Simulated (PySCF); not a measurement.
PySCF 2.14 output of an unrestricted r2SCAN calculation on a single atom or ion in dyall-av2z (16s12p8d, 92 functions), with no relativity, point nucleus:

```
SCF conv_tol = 1e-09
number electrons alpha = 18  beta = 17
    J. W. Furness, A. D. Kaplan, J. Ning, J. P. Perdew, and J. Sun.,  J. Phys. Chem. Lett. 11, 8208-8215 (2020)
    J. W. Furness, A. D. Kaplan, J. Ning, J. P. Perdew, and J. Sun.,  J. Phys. Chem. Lett. 11, 9248-9248 (2020)
    J. W. Furness, A. D. Kaplan, J. Ning, J. P. Perdew, and J. Sun.,  J. Phys. Chem. Lett. 11, 8208-8215 (2020)
    J. W. Furness, A. D. Kaplan, J. Ning, J. P. Perdew, and J. Sun.,  J. Phys. Chem. Lett. 11, 9248-9248 (2020)
cycle= 1 E= -2573.67084644791  delta_E= -0.016  |g|= 0.0468  |ddm|= 0.137
cycle= 2 E= -2573.67125074627  delta_E= -0.000404  |g|= 0.0252  |ddm|= 0.0569
cycle= 3 E= -2573.67135661858  delta_E= -0.000106  |g|= 0.00208  |ddm|= 0.0164
cycle= 4 E= -2573.67135903983  delta_E= -2.42e-06  |g|= 0.000494  |ddm|= 0.00297
cycle= 5 E= -2573.67135935161  delta_E= -3.12e-07  |g|= 0.000183  |ddm|= 0.00149
cycle= 6 E= -2573.67135935707  delta_E= -5.46e-09  |g|= 8.39e-05  |ddm|= 0.000166
cycle= 7 E= -2573.67135935838  delta_E= -1.31e-09  |g|= 9.69e-07  |ddm|= 6.41e-05
cycle= 8 E= -2573.67135935839  delta_E= -7.73e-12  |g|= 3.05e-08  |ddm|= 1.52e-06
converged SCF energy = -2573.67135935839  <S^2> = 0.75697862  2S+1 = 2.0069665
```

The run itself started from symmetry-adapted Hartree-Fock orbitals and held the occupation by maximum overlap, on a logarithmic radial grid, so the iterations belong to that start.

Question: Which element, charge and spin multiplicity is this?

Answer: Br (bromine, neutral), multiplicity 2; the state was [Ar] 3d10 4s1 4p6, 2S determinant (an excited configuration).
